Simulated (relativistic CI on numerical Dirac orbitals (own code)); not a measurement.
Sensitivity of the levels of Ta¹³⁺ to α and to the nuclear radius

Method of calculation: Dirac-Coulomb-Breit CI, KLI orbitals optimised for each configuration, derivatives by finite differences, unscaled Slater integrals, QED left out (own radial code, finite nucleus).

CI space (outside the closed core [Kr] 4d10): 4f12 5s2, 4f14, 4f13 5s, 4f11 5s2 5p, 4f12 5s 5p, 4f13 5p, 4f13 5d. Double excitations out of closed p, d and f shells are left out; levels of such configurations are missing from the list, as are those of other unlisted configurations, and high levels can miss mixing partners.

With x = (α/α₀)² − 1 an excitation energy changes as ω = ω₀ + qx; K = 2q/ω₀ is the relative enhancement. Terms are leading LS components, so labels can repeat. The field-shift factor is F = δν/δ⟨r²⟩ for the transition from the lowest level.

Lowest level 4f12 5s2 3H_6.

```
           Level  ω₀ (cm⁻¹)  q (cm⁻¹)  F (GHz/fm²)
   4f12 5s2 3F_4     9162.2      -968        0.145
   4f12 5s2 3H_5    14405.8     13420        0.808
   4f12 5s2 3H_4    21647.5     15120         1.02
   4f12 5s2 3F_3    25274.1     13310         1.02
   4f12 5s2 3F_2    26234.6      7992        0.826
   4f12 5s2 1G_4    35634.8     25720         1.69
   4f12 5s2 1D_2    48751.4     10050         1.43
   4f12 5s2 1I_6    57920.0     10490         1.57
4f11 5s2 5p 5H_7    60436.3   -221500         41.8
   4f12 5s2 3P_0    62559.3      6458         1.54
   4f12 5s2 3P_1    64525.6     12250         1.79
4f11 5s2 5p 3K_8    66335.4   -221500         41.9
   4f12 5s2 3P_2    66785.5     19360         2.15
```

At this charge transitions that keep the count of f electrons are usually good to a few per cent. Terms inside the open d or f shell come out 10 to 20 % too wide with unscaled integrals. Levels and lines within the n = 5 or 6 shells can be off by up to 10 % or somewhat more, and those that change n by about 2 %, since core polarisation is missing. Levels that differ in their count of f electrons can be misplaced by several ten thousand cm⁻¹, since the correlation energy of f electrons is missing or only estimated; rates across such gaps can be off by orders of magnitude.

Q: Which transition from the lowest level has the largest |K|?

A: 4f11 5s2 5p 5H_7 at 60436.3 cm⁻¹, K = -7.33.
